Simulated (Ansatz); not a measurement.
Ansatz (an electronic-structure program) input (B3LYP-D3(BJ)/def2-TZVP):

Ansatz 0.2 input:
```yaml
crystal:
  periodic: [false, false, false]
  atoms:
    - {symbol: La, position_ang: [1.22402413, 0.17969020, 0.12393629]}
    - {symbol: Cl, position_ang: [-0.71891328, 1.21658833, -1.20101567]}
    - {symbol: Cl, position_ang: [-0.55067763, -1.36275893, 1.16803380]}
basis:
  gaussian:
    orbitals: def2-TZVP
hamiltonian:
  xc: b3lyp
  dispersion: d3bj
total_charge: 1
relax: {f_tol: 0.002, max_steps: 150}
```

Output:

```
Functional definition: B3LYP
integrals: 0.05 GiB planned
873 factors; their error is unknown
mean field: 0.37 GiB planned
mean field evaluation 1: about -25894.6104 eV, gradient 5.8e1 eV
mean field evaluation 2: about -25628.2648 eV, gradient 2.9e2 eV
mean field evaluation 4: about -25903.4851 eV, gradient 1.3e1 eV
mean field evaluation 8: about -25904.0210 eV, gradient 1.2e-1 eV
mean field evaluation 16: about -25904.0883 eV, gradient 1.5e-5 eV
mean field -25904.08831169 eV, -951.9576870331 hartree, gradient 1.5e-5 eV, S^2 0.000000; 0 other end points of the search recorded, 0 dependent functions left out
the calculation of the forces begins
reference -25904.08856864 eV, -951.9576964758 hartree; 22, 22 occupied and 92, 92 virtual orbitals, 873 factors
relax step   1: F+E_penalty+E_count = -25904.31410189 eV  Δ(F+E_penalty+E_count) = +0.000e0 eV  max|allowed force component| = 1.778e0 eV/Å  Δτ_max = 0.0000 Å  (30 SCF iters, accepted)
these checks for a lower state are left out or cut short: starts, cluster_reference, orbital_swaps, neighbouring_geometries, increment
integrals: 0.05 GiB planned
873 factors; their error is unknown
mean field: 0.37 GiB planned
mean field -25904.28456430 eV, -951.9648991832 hartree, gradient 7.4e-5 eV, S^2 0.000000; 0 other end points of the search recorded, 0 dependent functions left out
the calculation of the forces begins
reference -25904.28482313 eV, -951.9649086951 hartree; 22, 22 occupied and 92, 92 virtual orbitals, 873 factors
relax step   2: F+E_penalty+E_count = -25904.50361545 eV  Δ(F+E_penalty+E_count) = -1.895e-1 eV  max|allowed force component| = 7.923e-1 eV/Å  Δτ_max = 0.1945 Å  (32 SCF iters, accepted)
these checks for a lower state are left out or cut short: starts, cluster_reference, orbital_swaps, neighbouring_geometries, increment
integrals: 0.05 GiB planned
873 factors; their error is unknown
mean field: 0.37 GiB planned
mean field evaluation 32: about -25904.3352 eV, gradient 1.9e-5 eV
mean field -25904.33522152 eV, -951.9667608019 hartree, gradient 1.9e-5 eV, S^2 0.000000; 0 other end points of the search recorded, 0 dependent functions left out
the calculation of the forces begins
reference -25904.33548201 eV, -951.9667703745 hartree; 22, 22 occupied and 92, 92 virtual orbitals, 873 factors
relax step   3: F+E_penalty+E_count = -25904.55021030 eV  Δ(F+E_penalty+E_count) = -4.659e-2 eV  max|allowed force component| = 1.128e-1 eV/Å  Δτ_max = 0.0731 Å  (33 SCF iters, accepted)
these checks for a lower state are left out or cut short: starts, cluster_reference, orbital_swaps, neighbouring_geometries, increment
integrals: 0.05 GiB planned
873 factors; their error is unknown
mean field: 0.37 GiB planned
mean field -25904.34699792 eV, -951.9671935764 hartree, gradient 1.9e-5 eV, S^2 0.000000; 0 other end points of the search recorded, 0 dependent functions left out
the calculation of the forces begins
reference -25904.34725972 eV, -951.9672031976 hartree; 22, 22 occupied and 92, 92 virtual orbitals, 873 factors
relax step   4: F+E_penalty+E_count = -25904.55886481 eV  Δ(F+E_penalty+E_count) = -8.655e-3 eV  max|allowed force component| = 5.844e-2 eV/Å  Δτ_max = 0.0663 Å  (33 SCF iters, accepted)
these checks for a lower state are left out or cut short: starts, cluster_reference, orbital_swaps, neighbouring_geometries, increment
integrals: 0.05 GiB planned
873 factors; their error is unknown
mean field: 0.37 GiB planned
mean field -25904.34780403 eV, -951.9672232007 hartree, gradient 6.3e-5 eV, S^2 0.000000; 0 other end points of the search recorded, 0 dependent functions left out
the calculation of the forces begins
reference -25904.34806603 eV, -951.9672328288 hartree; 22, 22 occupied and 92, 92 virtual orbitals, 873 factors
relax step   5: F+E_penalty+E_count = -25904.55921119 eV  Δ(F+E_penalty+E_count) = -3.464e-4 eV  max|allowed force component| = 1.591e-2 eV/Å  Δτ_max = 0.0114 Å  (30 SCF iters, accepted)
these checks for a lower state are left out or cut short: starts, cluster_reference, orbital_swaps, neighbouring_geometries, increment
integrals: 0.05 GiB planned
873 factors; their error is unknown
mean field: 0.37 GiB planned
mean field -25904.34788390 eV, -951.9672261358 hartree, gradient 1.4e-5 eV, S^2 0.000000; 0 other end points of the search recorded, 0 dependent functions left out
the calculation of the forces begins
reference -25904.34814592 eV, -951.9672357648 hartree; 22, 22 occupied and 92, 92 virtual orbitals, 873 factors
relax step   6: F+E_penalty+E_count = -25904.55922545 eV  Δ(F+E_penalty+E_count) = -1.426e-5 eV  max|allowed force component| = 7.876e-4 eV/Å  Δτ_max = 0.0020 Å  (27 SCF iters, accepted)
integrals: 0.05 GiB planned
873 factors; their error is unknown
mean field: 0.37 GiB planned
mean field evaluation 64: about -25904.2806 eV, gradient 1.4e-1 eV
mean field -25904.34788390 eV, -951.9672261358 hartree, gradient 1.4e-5 eV, S^2 0.000000; 1 other end points of the search recorded, 0 dependent functions left out
the calculation of the forces begins
reference -25904.34814592 eV, -951.9672357648 hartree; 22, 22 occupied and 92, 92 virtual orbitals, 873 factors
Total energy: -25904.55948747 eV, -951.9750024234 hartree
Atom 0 at     0.961845     0.143493     0.104622 Å, force    -0.000788    -0.000086    -0.000078 eV/Å
Atom 1 at    -0.601841     1.441536    -1.381447 Å, force     0.000428    -0.000320     0.000375 eV/Å
Atom 2 at    -0.405571    -1.551509     1.367780 Å, force     0.000360     0.000407    -0.000297 eV/Å
Dipole moment:     1.535242     0.207917     0.116757 e Å
```

The spin state was set by rule; other spins were not relaxed.
